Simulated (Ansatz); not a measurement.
Born–Oppenheimer molecular dynamics of C2H10AlNO (15 atoms, charge 0, multiplicity 1). It starts from a rough guess of a transition structure, not a stationary point.

Level of theory: UKS BLYP/STO-3G (Ansatz).

```yaml
ensemble: NVE (velocity Verlet)
time_step: 0.5 fs
steps_asked: 150
starting_velocities_drawn_for: 300 K
seed: 803358
```

Frames 2.5 fs apart, positions in Å, forces in eV/Å.

Velocities at 15.0 fs (Å/ps):

```
Al 10.34 -13.96 -3.81
O 3.36 5.16 0.80
C -2.09 6.77 5.70
H 10.68 -14.66 -2.82
H 11.30 -16.86 -6.06
H 7.27 29.81 19.74
N -14.18 3.95 -2.25
C -7.00 7.74 1.81
H -13.16 11.54 22.81
H -4.12 29.14 8.65
H -8.07 0.65 5.67
H -35.11 33.14 12.42
H -9.17 15.74 -35.22
H -1.03 -12.47 24.63
H 16.63 -11.97 -18.65
```

```xyz
15
Properties=species:S:1:pos:R:3:forces:R:3 time_fs=15.0 energy_less_start_eV=-0.752 T=748
Al -0.750 1.495 0.327 -0.76 -0.89 -0.25
O -0.604 0.084 -0.956 -1.58 -2.60 -2.89
C -1.152 -1.058 -2.004 0.57 0.75 1.76
H -0.876 2.846 -0.391 0.20 -0.43 0.31
H -1.640 0.978 1.469 0.13 0.43 -0.36
H 0.400 -0.084 -0.473 0.33 0.17 0.05
N 0.947 0.689 0.549 3.08 -1.23 1.99
C 1.244 -0.386 1.753 -0.34 0.35 0.39
H -1.967 -1.762 -1.568 0.42 1.54 -0.31
H -1.495 -0.566 -2.995 0.38 -0.60 1.29
H -0.312 -1.827 -2.187 -0.37 1.42 -0.06
H 1.938 1.148 0.304 -1.76 -0.70 0.49
H 1.876 -0.026 2.663 -0.75 0.10 -1.56
H 0.261 -0.750 2.211 0.61 0.69 -0.66
H 1.743 -1.345 1.391 -0.14 0.99 -0.20
15
Properties=species:S:1:pos:R:3:forces:R:3 time_fs=17.5 energy_less_start_eV=-0.958 T=869
Al -0.726 1.459 0.318 -2.25 -0.31 -0.29
O -0.598 0.092 -0.959 -1.20 -2.59 -2.77
C -1.156 -1.038 -1.985 0.25 1.82 2.48
H -0.843 2.799 -0.389 0.20 -0.08 0.22
H -1.609 0.949 1.445 -0.10 0.39 -0.08
H 0.427 -0.010 -0.428 0.15 -0.46 -0.62
N 0.918 0.696 0.548 2.09 -2.09 3.03
C 1.225 -0.367 1.756 -0.73 -1.35 -2.55
H -1.985 -1.688 -1.523 0.32 1.10 -0.37
H -1.495 -0.514 -2.936 0.15 -0.58 0.63
H -0.341 -1.786 -2.176 0.18 0.65 -0.21
H 1.813 1.213 0.347 0.52 0.02 0.04
H 1.844 0.023 2.549 0.88 0.95 0.82
H 0.279 -0.758 2.250 0.39 0.68 -0.73
H 1.770 -1.331 1.346 -0.84 1.83 0.42
15
Properties=species:S:1:pos:R:3:forces:R:3 time_fs=20.0 energy_less_start_eV=-1.120 T=965
Al -0.706 1.423 0.307 -3.38 0.00 -0.43
O -0.597 0.090 -0.973 -0.39 -2.00 -2.05
C -1.158 -1.010 -1.953 1.00 3.05 3.01
H -0.799 2.748 -0.375 0.17 0.44 -0.02
H -1.586 0.942 1.417 -0.46 0.22 0.32
H 0.463 0.037 -0.419 -0.11 -0.79 -1.00
N 0.898 0.694 0.560 1.45 -2.67 2.93
C 1.204 -0.354 1.748 0.59 1.25 -2.48
H -1.989 -1.553 -1.496 -0.79 -0.43 0.34
H -1.488 -0.491 -2.847 -0.47 0.32 -1.19
H -0.358 -1.710 -2.178 0.82 -0.57 -0.28
H 1.717 1.280 0.394 1.95 0.65 -0.11
H 1.854 0.123 2.470 0.61 0.53 0.91
H 0.313 -0.729 2.250 -0.98 0.06 0.09
H 1.755 -1.220 1.321 0.00 -0.04 -0.05
15
Properties=species:S:1:pos:R:3:forces:R:3 time_fs=22.5 energy_less_start_eV=-1.187 T=1006
Al -0.694 1.386 0.296 -4.02 0.47 -0.41
O -0.597 0.081 -0.995 0.56 -0.81 -0.88
C -1.156 -0.967 -1.908 0.92 2.30 1.11
H -0.745 2.721 -0.362 0.13 0.51 -0.12
H -1.588 0.949 1.406 -0.56 0.10 0.32
H 0.493 0.040 -0.465 -0.25 -0.49 -0.52
N 0.885 0.682 0.584 3.68 -0.47 0.83
C 1.185 -0.334 1.729 1.59 4.28 0.59
H -2.034 -1.438 -1.452 -0.50 -0.95 0.34
H -1.504 -0.455 -2.817 -0.31 0.15 -0.89
H -0.335 -1.660 -2.193 -0.20 -0.41 0.15
H 1.715 1.371 0.437 -0.34 -1.22 0.38
H 1.893 0.247 2.440 -1.13 -1.21 -0.43
H 0.297 -0.694 2.251 -0.74 -0.07 0.17
H 1.744 -1.116 1.291 1.16 -2.16 -0.65
15
Properties=species:S:1:pos:R:3:forces:R:3 time_fs=25.0 energy_less_start_eV=-1.126 T=969
Al -0.691 1.351 0.283 -3.99 1.16 -0.08
O -0.595 0.070 -1.019 1.73 1.11 0.85
C -1.150 -0.912 -1.857 -1.45 -0.17 -2.08
H -0.682 2.721 -0.354 0.06 0.00 0.01
H -1.623 0.962 1.411 -0.27 0.09 -0.15
H 0.508 0.015 -0.540 -0.31 0.05 0.33
N 0.887 0.667 0.612 3.18 0.89 -1.49
C 1.174 -0.296 1.712 1.99 0.61 0.98
H -2.101 -1.375 -1.393 1.12 -0.38 -0.38
H -1.537 -0.414 -2.833 0.30 -0.58 0.69
H -0.324 -1.634 -2.200 -1.14 0.07 0.60
H 1.704 1.397 0.500 -0.75 -1.52 0.28
H 1.875 0.308 2.393 -0.87 -1.34 0.10
H 0.245 -0.660 2.259 0.81 0.26 -0.57
H 1.784 -1.116 1.235 -0.42 -0.26 0.90
15
Properties=species:S:1:pos:R:3:forces:R:3 time_fs=27.5 energy_less_start_eV=-0.716 T=726
Al -0.697 1.318 0.271 -3.37 1.78 0.36
O -0.587 0.062 -1.040 3.14 3.71 3.00
C -1.152 -0.860 -1.817 -3.52 -3.10 -4.45
H -0.617 2.722 -0.346 -0.07 -0.48 0.12
H -1.673 0.980 1.409 0.06 0.03 -0.56
H 0.506 -0.008 -0.598 -0.14 0.31 0.81
N 0.902 0.655 0.633 0.00 0.48 -3.24
C 1.173 -0.254 1.698 1.12 -3.63 0.40
H -2.109 -1.337 -1.352 1.26 -0.15 -0.38
H -1.555 -0.402 -2.816 0.32 -0.41 0.86
H -0.373 -1.607 -2.173 -0.74 -0.23 0.47
H 1.661 1.346 0.577 1.29 0.63 -0.29
H 1.814 0.297 2.360 0.92 0.06 1.83
H 0.233 -0.614 2.236 0.91 0.10 -0.53
H 1.805 -1.138 1.228 -1.19 0.91 1.60
15
Properties=species:S:1:pos:R:3:forces:R:3 time_fs=30.0 energy_less_start_eV=-0.697 T=714
Al -0.710 1.290 0.259 -2.46 2.26 0.66
O -0.567 0.068 -1.050 3.58 4.85 3.70
C -1.169 -0.822 -1.797 -3.11 -4.16 -4.11
H -0.555 2.697 -0.332 -0.22 -0.44 0.06
H -1.721 1.000 1.375 0.09 -0.12 -0.53
H 0.498 -0.015 -0.608 0.35 0.21 0.85
N 0.918 0.646 0.640 -0.55 1.52 -4.27
C 1.177 -0.230 1.689 1.73 -3.43 2.42
H -2.050 -1.310 -1.330 -0.40 -0.50 0.38
H -1.557 -0.411 -2.756 -0.34 0.39 -0.58
H -0.464 -1.597 -2.121 0.38 -0.99 -0.13
H 1.684 1.323 0.638 1.23 1.05 -0.71
H 1.796 0.281 2.423 0.59 0.04 1.15
H 0.266 -0.565 2.187 -0.66 -0.56 0.39
H 1.764 -1.116 1.308 -0.21 -0.11 0.71
15
Properties=species:S:1:pos:R:3:forces:R:3 time_fs=32.5 energy_less_start_eV=-0.861 T=813
Al -0.729 1.266 0.249 -1.65 2.64 0.85
O -0.534 0.091 -1.048 2.20 2.82 1.63
C -1.202 -0.804 -1.798 -0.67 -3.57 -1.82
H -0.507 2.649 -0.316 -0.31 0.10 -0.11
H -1.765 1.012 1.312 -0.19 -0.31 -0.10
H 0.510 -0.009 -0.569 0.80 0.06 0.63
N 0.933 0.644 0.630 2.03 3.17 -3.52
C 1.190 -0.221 1.691 1.27 -0.90 5.50
H -2.013 -1.312 -1.286 -1.49 -0.41 0.75
H -1.579 -0.399 -2.728 -0.76 0.69 -1.39
H -0.536 -1.639 -2.075 0.51 -0.46 -0.43
H 1.769 1.351 0.658 -1.21 -0.78 -0.97
H 1.808 0.264 2.547 -0.81 -0.59 -1.04
H 0.267 -0.545 2.157 -1.05 -0.52 0.62
H 1.714 -1.107 1.428 1.33 -1.94 -0.60
15
Properties=species:S:1:pos:R:3:forces:R:3 time_fs=35.0 energy_less_start_eV=-1.349 T=1101
Al -0.751 1.248 0.241 -1.09 2.85 1.03
O -0.493 0.125 -1.039 0.51 -0.59 -1.37
C -1.239 -0.804 -1.808 -0.20 -2.54 -0.18
H -0.476 2.606 -0.305 -0.33 0.64 -0.19
H -1.820 1.007 1.243 -0.41 -0.40 0.31
H 0.566 0.002 -0.493 0.66 0.16 0.21
N 0.956 0.654 0.605 2.24 1.37 -1.09
C 1.209 -0.218 1.720 -0.34 -2.72 4.48
H -2.052 -1.331 -1.206 -0.22 0.82 -0.41
H -1.640 -0.353 -2.767 -0.05 -0.27 0.42
H -0.582 -1.705 -2.054 -0.12 0.82 -0.42
H 1.795 1.343 0.621 -0.94 -0.52 -0.90
H 1.780 0.219 2.619 -0.59 0.02 -1.19
H 0.215 -0.553 2.158 0.58 0.19 -0.17
H 1.728 -1.190 1.520 0.30 0.19 -0.54
15
Properties=species:S:1:pos:R:3:forces:R:3 time_fs=37.5 energy_less_start_eV=-1.278 T=1061
Al -0.776 1.236 0.235 -0.90 2.96 1.12
O -0.449 0.157 -1.035 -0.64 -3.11 -3.46
C -1.277 -0.816 -1.819 -0.03 -0.45 1.17
H -0.466 2.599 -0.304 -0.39 0.61 0.03
H -1.898 0.978 1.190 -0.14 -0.32 0.29
H 0.661 0.021 -0.406 0.19 0.16 -0.43
N 0.987 0.669 0.576 0.06 -1.80 1.80
C 1.226 -0.230 1.770 -1.65 -3.94 0.15
H -2.107 -1.307 -1.149 0.57 1.13 -1.12
H -1.705 -0.321 -2.787 0.41 -0.87 1.33
H -0.632 -1.728 -2.057 -0.22 0.89 -0.45
H 1.778 1.312 0.532 1.46 1.21 -0.62
H 1.723 0.178 2.633 0.82 1.26 0.81
H 0.192 -0.553 2.153 1.04 0.32 -0.34
H 1.763 -1.265 1.581 -0.60 1.94 -0.30
15
Properties=species:S:1:pos:R:3:forces:R:3 time_fs=40.0 energy_less_start_eV=-1.371 T=1113
Al -0.803 1.232 0.231 -0.75 2.78 0.83
O -0.408 0.177 -1.044 -1.38 -3.91 -4.10
C -1.315 -0.830 -1.824 0.99 1.83 2.17
H -0.479 2.625 -0.302 -0.49 0.11 0.35
H -1.982 0.931 1.153 0.40 -0.14 0.03
H 0.766 0.047 -0.345 -0.30 -0.45 -1.24
N 1.020 0.678 0.554 0.87 -1.00 3.66
C 1.237 -0.259 1.821 -0.32 -0.62 -1.57
H -2.135 -1.220 -1.151 0.04 0.27 -0.41
H -1.750 -0.335 -2.737 0.10 -0.30 0.24
H -0.692 -1.704 -2.087 0.25 -0.21 -0.47
H 1.828 1.337 0.407 0.46 0.11 0.09
H 1.706 0.205 2.682 0.62 0.91 0.51
H 0.220 -0.538 2.132 -0.48 -0.18 0.22
H 1.768 -1.238 1.622 -0.01 0.80 -0.33
15
Properties=species:S:1:pos:R:3:forces:R:3 time_fs=42.5 energy_less_start_eV=-0.965 T=875
Al -0.832 1.233 0.230 -0.02 2.06 0.22
O -0.372 0.183 -1.068 -1.88 -3.50 -3.60
C -1.347 -0.836 -1.819 2.95 2.47 2.15
H -0.521 2.659 -0.279 -0.52 -0.26 0.48
H -2.043 0.876 1.119 0.69 -0.02 -0.11
H 0.855 0.049 -0.353 -0.67 -0.51 -0.87
N 1.056 0.683 0.547 1.61 0.16 2.95
C 1.245 -0.290 1.866 0.45 4.57 -0.38
H -2.164 -1.119 -1.173 -0.96 -0.80 0.98
H -1.791 -0.363 -2.677 -0.45 0.81 -1.44
H -0.740 -1.689 -2.144 0.16 -0.64 -0.09
H 1.904 1.369 0.290 -1.14 -1.30 1.19
H 1.722 0.279 2.754 -0.55 -0.73 -1.36
H 0.224 -0.532 2.122 -1.11 -0.45 0.46
H 1.779 -1.174 1.642 1.42 -1.85 -0.59
```

Of the whole run (75 fs, mean temperature of the second half 861 K): The conserved energy stayed within 0.3 meV per atom of its start (net change -0.15 meV per atom), so the integration is sound. The system heated up, since it started high on the potential surface and ran downhill. A run of 0.075 ps of so small a system gives no equilibrium averages. The orbitals stay closed-shell, which can raise the energy where a bond breaks towards radicals; this wasn't checked here. Limits of this set-up: minimal basis.

Run time: 8.6 min on 1 CPU thread of a shared host.
